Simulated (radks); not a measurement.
The numbers below are computed, except where a source is named.
Problem. All-electron atom: Mn V in [Ar] 3d3. Level of theory: non-relativistic Kohn-Sham, RPBE, spin-polarised, spherical densities, point nucleus; open shells are filled with parallel spins first (a radial shooting solver on a logarithmic mesh with Libxc functionals). Some entries of the table are withheld. Estimate them.

orbital,occ.,eigenvalue (eV),<1/r> (bohr^-1),<r^2> (bohr^2)
1s down,1,-6433.533,24.52,0.005082
1s up,1,-6433.518,24.52,0.005082
2s up,1,-793.6263,5.220,0.09418
2s down,1,-791.8967,5.229,0.09383
2p up,3,-688.4148,5.166,0.07585
2p down,3,-687.1322,5.174,0.07549
3s up,1,-142.4237,1.679,(1)
3s down,1,-138.4841,1.670,(2)
3p up,3,-111.9004,1.570,0.8863
3p down,3,-108.0120,1.559,0.8984
3d up,3,-62.5030,(3),1.125
3d down,0,-58.7174,(4),1.179
4s up,0,-42.6127,0.6185,5.228
4s down,0,-41.0814,0.6157,5.262
4p up,0,-35.0331,0.5580,6.365

Solution. 
(1) 3s up <r^2> (bohr^2): 0.8085
(2) 3s down <r^2> (bohr^2): 0.8150
(3) 3d up <1/r> (bohr^-1): 1.319
(4) 3d down <1/r> (bohr^-1): 1.299
